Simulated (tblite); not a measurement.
Species: C4H12N2SSi.
Atom-mapped SMILES: `[CH3:1]/[N:2]=[CH:3]\[CH2:4][N:5]([CH3:6])[SiH2:7][SH:8]` (hydrogens: H9, H10, H11 on C1; H12 on C3; H13, H14 on C4; H15, H16, H17 on C6; H18, H19 on Si7; H20 on S8)

Computed with GFN2-xTB (tblite), gas phase: L-BFGS steps from a force-field or distance-geometry start until the largest atomic force falls under 0.01 eV/Å.

At the end of the run (lengths in Å): S8–H20 1.324, N5–Si7 1.712, Si7–S8 2.147, C1–H10 1.090, C3–C4 1.510, C3–H12 1.086, C6–H17 1.096, C6–N5–Si7 124.3°, C4–N5–Si7 120.3°, N2–C3–C4 129.9°, N5–Si7–S8 108.2°, C1–N2–C3–C4 0°, N2–C3–C4–N5 160°, C3–C4–N5–C6 -72°, H18–Si7–N5–C4 79°, H20–S8–Si7–N5 57°.

**Question.** These geometries were met on the way; a selection of coordinates is given. Order them by energy above the end point, lowest first.
A. S8–H20 1.346, N5–Si7 1.733, Si7–S8 2.160, C1–H10 1.090, C3–C4 1.500, C3–H12 1.079, C6–H17 1.091, C6–N5–Si7 115.9°, C4–N5–Si7 119.8°, N2–C3–C4 130.7°, N5–Si7–S8 109.6°, C1–N2–C3–C4 -1°, N2–C3–C4–N5 146°, C3–C4–N5–C6 -77°, H18–Si7–N5–C4 129°, H20–S8–Si7–N5 77°
B. S8–H20 1.325, N5–Si7 1.715, Si7–S8 2.157, C1–H10 1.089, C3–C4 1.510, C3–H12 1.088, C6–H17 1.094, C6–N5–Si7 120.6°, C4–N5–Si7 123.3°, N2–C3–C4 130.0°, N5–Si7–S8 112.2°, C1–N2–C3–C4 -1°, N2–C3–C4–N5 144°, C3–C4–N5–C6 -83°, H18–Si7–N5–C4 126°, H20–S8–Si7–N5 48°
C. S8–H20 1.405, N5–Si7 1.788, Si7–S8 2.158, C1–H10 1.125, C3–C4 1.480, C3–H12 1.113, C6–H17 1.116, C6–N5–Si7 112.3°, C4–N5–Si7 111.4°, N2–C3–C4 123.8°, N5–Si7–S8 107.0°, C1–N2–C3–C4 -1°, N2–C3–C4–N5 144°, C3–C4–N5–C6 -69°, H18–Si7–N5–C4 131°, H20–S8–Si7–N5 88°
D. S8–H20 1.332, N5–Si7 1.723, Si7–S8 2.149, C1–H10 1.087, C3–C4 1.507, C3–H12 1.088, C6–H17 1.092, C6–N5–Si7 119.3°, C4–N5–Si7 120.8°, N2–C3–C4 130.2°, N5–Si7–S8 111.7°, C1–N2–C3–C4 0°, N2–C3–C4–N5 144°, C3–C4–N5–C6 -79°, H18–Si7–N5–C4 126°, H20–S8–Si7–N5 65°
E. S8–H20 1.315, N5–Si7 1.719, Si7–S8 2.198, C1–H10 1.076, C3–C4 1.514, C3–H12 1.095, C6–H17 1.090, C6–N5–Si7 114.2°, C4–N5–Si7 114.8°, N2–C3–C4 126.5°, N5–Si7–S8 107.9°, C1–N2–C3–C4 -2°, N2–C3–C4–N5 146°, C3–C4–N5–C6 -72°, H18–Si7–N5–C4 131°, H20–S8–Si7–N5 85°

**Answer.** B (0.089 eV), D (0.145 eV), A (0.236 eV), E (0.430 eV), C (0.727 eV).

| step | E above end (eV) | rms distance from the end, all atoms (Å) | largest force (eV/Å) | rms shift of all bonds from the end (Å) |
| --- | --- | --- | --- | --- |
| 44 | 0.089 | 0.672 | 0.058 | 0.003 |
| 17 | 0.145 | 0.753 | 0.260 | 0.004 |
| 8 | 0.236 | 0.777 | 0.426 | 0.009 |
| 3 | 0.430 | 0.797 | 0.723 | 0.014 |
| 0 | 0.727 | 0.803 | 2.357 | 0.030 |

Rows stand in the order of the answer.
